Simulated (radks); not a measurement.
Q: All-electron atom: Kr+ in [Ar] 3d10 4s2 4p4 6d1 (not the ground configuration). All-electron calculation, scalar-relativistic Kohn-Sham, r2SCAN, spin-polarised, spherical densities, finite nucleus; open shells are filled with parallel spins first; meta-GGA in the generalised Kohn-Sham scheme; Fermi nuclear charge, rms radius 4.1884 fm. Program: a radial shooting solver on a logarithmic mesh with Libxc functionals. Some entries of the table are withheld. Estimate them.

| orbital | occ. | eigenvalue (hartree) | <1/r> (bohr^-1) | <r^2> (bohr^2) |
|---|---|---|---|---|
| 1s up | 1 | -522.5023 | 36.76 | 0.002320 |
| 1s down | 1 | -522.4925 | 36.76 | 0.002320 |
| 2s up | 1 | -69.90610 | 8.181 | 0.03964 |
| 2s down | 1 | -69.90401 | 8.180 | 0.03964 |
| 2p up | 3 | -61.82910 | 7.985 | 0.03137 |
| 2p down | 3 | -61.82167 | 7.984 | 0.03137 |
| 3s up | 1 | -10.78772 | 2.707 | 0.3215 |
| 3s down | 1 | -10.77941 | 2.706 | 0.3215 |
| 3p up | 3 | -8.18455 | 2.550 | 0.3406 |
| 3p down | 3 | -8.17443 | 2.549 | 0.3402 |
| 3d up | 5 | -3.89387 | 2.271 | 0.3799 |
| 3d down | 5 | -3.88048 | 2.275 | 0.3766 |
| 4s up | 1 | -1.67940 | 0.8807 | 2.574 |
| 4s down | 1 | -1.57860 | 0.8805 | 2.597 |
| 4p up | 3 | -1.10294 | 0.7585 | (1) |
| 4p down | 1 | -1.00612 | 0.7528 | (2) |
| 6d up | 1 | -0.07895 | (3) | 216.7 |

A: 
(1) 4p up <r^2> (bohr^2): 3.407
(2) 4p down <r^2> (bohr^2): 3.493
(3) 6d up <1/r> (bohr^-1): 0.09727
